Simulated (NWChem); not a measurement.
System: C$_{2}$H$_{6}$N cation; SMILES [NH+](=C)C

```xyz
9

C      0.2232    -1.2322     0.0000
N     -0.4052    -0.1239     0.0000
C      0.1773     1.2108     0.0000
H      1.3194    -1.2367     0.0000
H     -0.3358    -2.1743     0.0000
H     -1.4304    -0.1602     0.0000
H     -0.1701     1.7482     0.8944
H      1.2712     1.1395     0.0000
H     -0.1701     1.7482    -0.8944
```
Atoms are numbered in this order, from 1.

Level: PBE0/def2-SVP (NWChem), optimised geometry, unscaled harmonic frequencies. 

**Question.** List the harmonic frequencies with IR intensities, and the thermochemistry.

**Answer.** 
```tsv
frequency (cm⁻¹)	IR intensity (km/mol)
194	0.3
467	0.3
585	34.5
953	4.8
1059	62.8
1061	13.2
1123	22.3
1140	0.8
1256	0.6
1418	2.1
1440	11.8
1443	29.3
1453	22.2
1505	38.6
1795	24.4
3082	8.8
3168	17.0
3189	8.7
3226	6.0
3300	25.2
3520	139.1
```

zero-point energy: 52.0 kcal/mol
thermal correction to the enthalpy at 298.15 K (with zero-point energy): 55.1 kcal/mol
heat capacity Cv: 12.4 cal/(mol K)
entropy at 298.15 K and 1 atm (symmetry number 1): 63.0 cal/(mol K)

Rigid rotor and harmonic oscillator.
